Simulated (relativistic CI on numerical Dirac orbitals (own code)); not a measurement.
**Hyperfine structure of Tm XVIII, mass number 171**

Method of calculation: Dirac-Coulomb-Breit CI, orbitals from a KLI potential per configuration, a model potential for QED, unscaled Slater integrals (own radial code, finite nucleus).

Configurations in the expansion (outside the closed core [Ar] 3d10 4p6 4d10): 4s²4f⁶, 4s²4f⁵5s, 4s²4f⁴5s², 4s²4f⁵6s, 4s4f⁷, 4f⁸. Levels of other configurations are missing.

Nuclear spin I = 1/2, μ = -0.23 μN (tables of Stone and Pyykkö). The electronic factors are computed for point nuclear moments, without core polarisation or the Bohr-Weisskopf and QED corrections.

```json
{"Level": "4s²4f⁶ ⁷F1", "E (eV)": "0.1986", "A (MHz)": "-138.4"}
{"Level": "4s²4f⁶ ⁷F2", "E (eV)": "0.4941", "A (MHz)": "-208.5"}
{"Level": "4s²4f⁶ ⁷F3", "E (eV)": "0.8296", "A (MHz)": "-278"}
{"Level": "4s²4f⁶ ⁷F4", "E (eV)": "1.1764", "A (MHz)": "-341.5"}
{"Level": "4s²4f⁶ ⁷F5", "E (eV)": "1.5175", "A (MHz)": "-399.5"}
{"Level": "4s²4f⁶ ⁷F6", "E (eV)": "1.8386", "A (MHz)": "-454.8"}
{"Level": "4s²4f⁶ ⁵D1", "E (eV)": "4.5320", "A (MHz)": "-235.7"}
{"Level": "4s²4f⁶ ⁵D2", "E (eV)": "5.4211", "A (MHz)": "-314.8"}
```

Levels with J = 0, under 50 % of one LS term, or S terms without an open s electron are left out. Small factors come from cancelling terms and can be off by tens of per cent or more.

At this charge energies of transitions that change n are usually good to better than 1 %, and those within a shell (Δn = 0) to a few per cent. Terms inside the open d or f shell come out 10 to 20 % too wide with unscaled integrals.

(1) Give the hyperfine levels of 4s²4f⁶ ⁷F2 relative to its centre of gravity.

## Answers

(1) With K = F(F + 1) − I(I + 1) − J(J + 1), E = AK/2: F = 3/2: 312.7, F = 5/2: -208.5 MHz.

LS names give the leading component of a level, which can be under half, so a name can repeat, a term be missing and a line seem to break the LS rules.
